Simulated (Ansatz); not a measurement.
(1) Predict a relaxed structure of [SiF3]- (SiF₃⁻), charge -1, singlet, at PBE-D4/def2-TZVPD (Ansatz).

Results:

(1) 
```csv
atom,x (Å),y (Å),z (Å)
Si1,-0.311,0.294,-0.470
F2,0.013,1.116,0.976
F3,1.255,-0.299,-0.731
F4,-0.956,-1.111,0.226
```
Point group C3v (tolerance 0.1 Å). This is one stationary point.

The highest occupied level of the charge -1 singlet lies above zero (up to 0.10 eV). By energy differences its removal costs 3.08 eV (vertical, to the charge 0 doublet, at PBE-D4/def2-TZVPD); a positive level beside a positive removal energy at the same level points to self-interaction error.
